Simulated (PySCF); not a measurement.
Compound: C8H8O.
SMILES with atom numbers: `[CH:1]#[C:2][C:3]#[C:4][C@H:5]([CH3:6])[C:7]([CH3:8])=[O:9]` (hydrogens: H10 on C1; H11 on C5; H12, H13, H14 on C6; H15, H16, H17 on C8)

A GFN2-xTB structure was refined with PBE0-D3(BJ)/def2-SVP geometry optimisation, gas phase in PySCF. Its GFN2-xTB values:

| coordinate | GFN2-xTB |
| --- | --- |
| C1≡C2 | 1.204 Å |
| C1–H10 | 1.048 Å |
| C2–C3 | 1.359 Å |
| C3≡C4 | 1.207 Å |
| C4–C5 | 1.447 Å |
| C5–C6 | 1.531 Å |
| C5–C7 | 1.536 Å |
| C5–H11 | 1.099 Å |
| C6–H12 | 1.087 Å |
| C7–C8 | 1.506 Å |
| C7=O9 | 1.201 Å |
| C8–H15 | 1.088 Å |
| C2–C3–C4 | 178.7° |
| C3–C4–C5 | 177.4° |
| C4–C5–C6 | 110.8° |
| C4–C5–C7 | 109.6° |
| C5–C7–C8 | 114.4° |
| C5–C7–O9 | 122.1° |
| C6–C5–C7 | 111.3° |
| C8–C7–O9 | 123.5° |
| C4–C5–C7–C8 | -56° |

Question: How do these coordinates change at the PBE0-D3(BJ)/def2-SVP level?

Answer: 
```
 coordinate  PBE0-D3(BJ)/def2-SVP (Å or °)  change
     C1–H10                          1.074  +0.026
      C1≡C2                          1.217  +0.013
     C8–H15                          1.100  +0.012
      C2–C3                          1.371  +0.012
      C3≡C4                          1.219  +0.012
     C6–H12                          1.098  +0.011
     C5–H11                          1.110  +0.011
      C5–C7                          1.545  +0.009
      C4–C5                          1.455  +0.008
      C5–C6                          1.527  -0.004
      C7–C8                          1.503  -0.003
      C7=O9                          1.203  +0.002
   C5–C7–C8                          117.1    +2.7
   C4–C5–C7                          112.1    +2.5
   C5–C7–O9                          120.0    -2.1
   C4–C5–C6                          112.9    +2.1
   C2–C3–C4                          179.6    +0.9
   C8–C7–O9                          122.8    -0.7
   C3–C4–C5                          178.1    +0.7
   C6–C5–C7                          111.5    +0.2
C4–C5–C7–C8                            -40     +16
```

The energy falls by 1.9 kcal/mol over 12 energy and gradient evaluations, the largest force component goes from 0.0213 to 3.4e-04 Eh/bohr, and the atoms move by 0.229 Å rms after alignment. The bond that changes most is C1–H10 (terminal alkyne carbon to alkyne hydrogen), which lengthens by 0.026 Å. Bonds longer at the end by more than 0.005 Å: 13 of 16; shorter: 0. Among the dihedrals that turn most is C4–C5–C7–O9, from 125° to 142°. Rotational constants go from 3122, 816.2, 696.5 to 3274, 791.2, 667.0 MHz.

The run used 166 basis functions and 87 SCF cycles in all.

No frequency check. One conformer, not necessarily the lowest.
